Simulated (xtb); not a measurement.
SnH₃Br, SMILES [Br][SnH3]. All values are semi-empirical tight-binding results from xtb (GFN2-xTB unless named), good for trends rather than for accurate numbers. The structure is a stationary point at GFN2-xTB.

Optimised geometry:

Bond lengths (Å): Sn1–Br2 2.456, Sn1–H3 1.674, Sn1–H4 1.674, Sn1–H5 1.674. Angles (°): Br2–Sn1–H3 106.8, Br2–Sn1–H4 106.8, Br2–Sn1–H5 106.8, H3–Sn1–H4 112.0, H3–Sn1–H5 112.0, H4–Sn1–H5 112.0.

For metal compounds this method's bond lengths and energies can be far off.

Problem. Estimate the properties. (An estimate is asked for; the answer gives what the named calculation found.)

Solution. 
| Item | Result |
|---|---|
| point group as xtb finds it | C3v |
| orbital gap | 4.95 eV |
| zero-point energy | 11.4 kcal/mol |
| G − E(el) at 298.15 K (modified RRHO) | -5.9 kcal/mol |

Computed atomic charges and the Wiberg bond orders between heavy atoms:
charges (e) Sn1 0.16, Br2 -0.20, H3 0.01, H4 0.01, H5 0.01. Bond orders Sn1–Br2 0.98.
